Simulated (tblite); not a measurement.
C5H17NSi2.
Atom-mapped SMILES: `[CH3:1][NH:2][C@@:3]([CH3:4])([CH2:5][SiH3:6])[SiH2:7][CH3:8]` (hydrogens: H9, H10, H11 on C1; H12 on N2; H13, H14, H15 on C4; H16, H17 on C5; H18, H19, H20 on Si6; H21, H22 on Si7; H23, H24, H25 on C8)

Computed with GFN2-xTB (tblite), gas phase: L-BFGS steps from a force-field or distance-geometry start until the largest atomic force falls under 0.01 eV/Å.

Step 8: E = -700.1958 eV
```
atom  x, y, z in Å  |  force x, y, z in eV/Å
C1     -2.1409   -1.3175    0.7425    0.053   0.022  -0.008
N2     -1.5354   -0.3038   -0.1021    0.006   0.018  -0.081
C3     -0.0743   -0.1322   -0.0515    0.012   0.134  -0.044
C4      0.3620    0.0338    1.4021    0.006   0.003  -0.085
C5      0.6264   -1.3280   -0.7203   -0.006   0.031   0.004
Si6     2.5187   -1.4049   -0.7922    0.049   0.021   0.032
Si7     0.2228    1.5284   -0.9987    0.011  -0.076   0.009
C8     -0.7836    2.9468   -0.2573   -0.004  -0.009   0.026
H9     -3.2059   -1.3513    0.5171   -0.020   0.015   0.013
H10    -1.7346   -2.3315    0.6055    0.004   0.034  -0.001
H11    -2.0198   -1.0361    1.7865   -0.025  -0.002   0.027
H12    -1.7816   -0.5068   -1.0664   -0.057   0.057  -0.022
H13     1.3878    0.3928    1.4427   -0.011  -0.015   0.030
H14     0.3040   -0.9066    1.9465    0.047  -0.045   0.010
H15    -0.2841    0.7588    1.8935    0.035  -0.015   0.004
H16     0.2544   -1.3901   -1.7479   -0.001  -0.027  -0.037
H17     0.2880   -2.2415   -0.2223   -0.011  -0.058   0.034
H18     3.0876   -1.3751    0.5577    0.020   0.016  -0.019
H19     2.9002   -2.6819   -1.4119   -0.026   0.020   0.018
H20     3.0593   -0.3207   -1.6141   -0.011   0.001   0.045
H21     1.6427    1.8953   -0.9508    0.077  -0.031   0.036
H22    -0.1426    1.3626   -2.4100   -0.058  -0.073  -0.059
H23    -1.8445    2.7376   -0.2911   -0.108  -0.026   0.027
H24    -0.6081    3.8700   -0.7972    0.020   0.004  -0.082
H25    -0.5095    3.1260    0.7743   -0.002  -0.001   0.125
```

Step 9: E = -700.1984 eV
```
atom  x, y, z in Å  |  force x, y, z in eV/Å
C1     -2.1390   -1.3160    0.7430    0.035   0.023  -0.026
N2     -1.5343   -0.3035   -0.1039   -0.014   0.051  -0.050
C3     -0.0741   -0.1287   -0.0530    0.016   0.018  -0.020
C4      0.3629    0.0329    1.4014   -0.004   0.002  -0.102
C5      0.6249   -1.3277   -0.7200    0.026   0.020  -0.002
Si6     2.5192   -1.4030   -0.7902    0.018   0.002   0.016
Si7     0.2220    1.5293   -0.9983    0.017  -0.062  -0.005
C8     -0.7859    2.9467   -0.2542    0.020  -0.038  -0.002
H9     -3.2038   -1.3491    0.5160   -0.023   0.012   0.021
H10    -1.7342   -2.3306    0.6058    0.009   0.034   0.003
H11    -2.0198   -1.0357    1.7884   -0.018   0.003  -0.011
H12    -1.7829   -0.5021   -1.0688   -0.049   0.040   0.005
H13     1.3892    0.3925    1.4397   -0.038  -0.024   0.047
H14     0.3048   -0.9106    1.9438    0.049   0.015  -0.013
H15    -0.2854    0.7583    1.8899    0.058  -0.034   0.026
H16     0.2541   -1.3895   -1.7490    0.007  -0.038  -0.001
H17     0.2864   -2.2416   -0.2188    0.003  -0.001  -0.005
H18     3.0902   -1.3747    0.5588    0.016   0.018  -0.019
H19     2.8986   -2.6808   -1.4110   -0.025   0.030   0.022
H20     3.0598   -0.3194   -1.6132   -0.012   0.000   0.048
H21     1.6438    1.8916   -0.9492    0.059  -0.024   0.030
H22    -0.1444    1.3582   -2.4099   -0.052  -0.058  -0.041
H23    -1.8474    2.7362   -0.2899   -0.073  -0.007   0.035
H24    -0.6059    3.8658   -0.8008   -0.004   0.008  -0.041
H25    -0.5098    3.1255    0.7780   -0.020   0.009   0.081
```

Q: Estimate the geometry and energy of step 10. (The exact step hangs on the optimiser's Hessian estimate; all steps are aligned on step 9, rigid shifts and turns removed.)

A: E = -700.2001 eV, largest force 0.077 eV/Å
```
atom  x, y, z in Å  |  force x, y, z in eV/Å
C1     -2.1375   -1.3145    0.7428    0.004   0.027  -0.031
N2     -1.5338   -0.3024   -0.1058   -0.021   0.060  -0.011
C3     -0.0738   -0.1264   -0.0546    0.009  -0.063  -0.014
C4      0.3633    0.0322    1.3996   -0.006  -0.005  -0.070
C5      0.6244   -1.3272   -0.7198    0.035   0.000  -0.009
Si6     2.5197   -1.4018   -0.7887   -0.012  -0.006   0.007
Si7     0.2220    1.5290   -0.9985    0.019  -0.024  -0.022
C8     -0.7872    2.9462   -0.2521    0.018  -0.043  -0.009
H9     -3.2028   -1.3476    0.5158   -0.013   0.011   0.022
H10    -1.7338   -2.3294    0.6060    0.015   0.033   0.001
H11    -2.0202   -1.0354    1.7894   -0.008   0.011  -0.036
H12    -1.7848   -0.4986   -1.0705   -0.042   0.030   0.012
H13     1.3895    0.3920    1.4389   -0.036  -0.022   0.044
H14     0.3063   -0.9126    1.9419    0.044   0.045  -0.034
H15    -0.2850    0.7575    1.8884    0.058  -0.038   0.034
H16     0.2541   -1.3900   -1.7498    0.015  -0.041   0.022
H17     0.2856   -2.2417   -0.2169    0.014   0.039  -0.028
H18     3.0921   -1.3741    0.5592    0.018   0.019  -0.009
H19     2.8972   -2.6796   -1.4101   -0.020   0.026   0.021
H20     3.0599   -0.3185   -1.6117   -0.008   0.005   0.044
H21     1.6457    1.8890   -0.9476    0.033  -0.022   0.023
H22    -0.1465    1.3544   -2.4107   -0.041  -0.046  -0.015
H23    -1.8502    2.7353   -0.2885   -0.016   0.009   0.038
H24    -0.6047    3.8632   -0.8037   -0.023  -0.013   0.002
H25    -0.5104    3.1253    0.7816   -0.035   0.010   0.018
```

The energy changes by -0.0017 eV. The first-order estimate −F·Δx gives -0.0023 eV and the mean of the old and new forces, exact on a quadratic surface, -0.0016 eV. The step makes an angle of 51° with the force vector and moves no atom by more than 0.004 Å.

What follows is the cost of the whole relaxation. Time: 2.5 s. Hardware: one thread of an Arm Neoverse N1 (shared host).
